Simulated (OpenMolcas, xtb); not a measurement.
**SiH2O2F (SMILES O[Si](O)F): methods side by side**

SiH2O2F: 6 atoms, total charge 0, spin state doublet. As SMILES, `O[Si](O)F`. The coordinates come from a PBE0-D4/def2-TZVP relaxation. This is one conformer, not always the lowest.

```xyz
6

O    -0.8873    1.0320   -0.6263
Si    0.3829    0.0262   -0.4465
O     0.3463   -0.5607    1.0834
F     0.1594   -1.1339   -1.5163
H    -1.0516    1.6588    0.0811
H     1.0923   -1.0866    1.3785
```

Quantity: the energy change with the Si2–F4 bond stretched from 1.594 to 2.869 Å, in eV. The values are calculated.

```
               level            kind     program  value (eV)  CPU time (all runs)
              GFN-FF     force field         xtb        2.41            under 2 s
            GFN0-xTB  semi-empirical         xtb        0.35            under 2 s
     UHF/aug-cc-pVDZ    Hartree–Fock  OpenMolcas        3.59                 48 s
  USVWN5/aug-cc-pVDZ             LDA  OpenMolcas        3.50                 88 s
U-revPBE/aug-cc-pVDZ             GGA  OpenMolcas        2.97              2.4 min
   UBLYP/aug-cc-pVDZ             GGA  OpenMolcas        2.88              2.7 min
   UTPSS/aug-cc-pVDZ        meta-GGA  OpenMolcas        3.24              3.5 min
  UB3LYP/aug-cc-pVDZ   global hybrid  OpenMolcas        3.32              2.5 min
```

The first shape isn't each level's own minimum. The values span 0.35 to 3.59 eV. Spin contamination of the reference (⟨S²⟩ at least 0.1 too high) touches UHF/aug-cc-pVDZ. CPU times are rough (shared hosts, several kinds of processor and program).
